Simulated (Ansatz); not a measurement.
Ideal-gas functions of orthosilicic acid (`O[Si](O)(O)O`) at 800 K and 1 bar, from an Ansatz frequency run at PBE0-D4/def2-TZVP.

Molar mass 96.11 g/mol, point group S4 (symmetry number 2), electronic degeneracy 1, moments of inertia 122.077, 122.081, 136.443 u Å². Harmonic wavenumbers (cm⁻¹, unscaled): 194, 199, 278, 278, 294, 354, 368, 368, 404, 780, 833, 839, 841, 841, 952, 1012, 1012, 3928, 3928, 3929, 3931.

Use S(trans) = R[1.5 ln M + 2.5 ln T − 1.1517]; rotational temperatures θ = 24.2544 K / I; S(rot) = R[ln(√π/σ · √(T³/θAθBθC)) + 1.5]; for each mode x = 1.438777 ν̃/T, S = R[x/(eˣ − 1) − ln(1 − e⁻ˣ)] and H = RT x/(eˣ − 1); 1 cm⁻¹ = 0.0119627 kJ/mol; R = 8.31446 J/(mol·K).

Problem. By hand: the entropy, in J/(mol·K).

Solution. Translation 186.3. Rotation: θ = 0.1987, 0.1987, 0.1778 K, giving 115.5. Vibration, mode by mode: 17.11, 16.90, 14.16, 14.16, 13.71, 12.21, 11.90, 11.90, 11.15, 6.15, 5.69, 5.64, 5.62, 5.62, 4.79, 4.40, 4.40, 0.06, 0.06, 0.06, 0.06, in all 165.7. Electronic 0.0. Sum 467.5 J/(mol·K).

Problem. By hand: H − E and G − E in kJ/mol, counted from the electronic energy.

Solution. Zero-point energy ½ × 25563 × 0.0119627 = 152.9; thermal vibration 66.9; translation, rotation and pV give 4 RT = 26.6. H − E = 246.4 kJ/mol, and G − E = 246.4 − 800 × 467.5/1000 = -127.6 kJ/mol.

Vibration gives 35 % of the entropy. The sum counts one conformer and one mirror image; others add a mixing term.
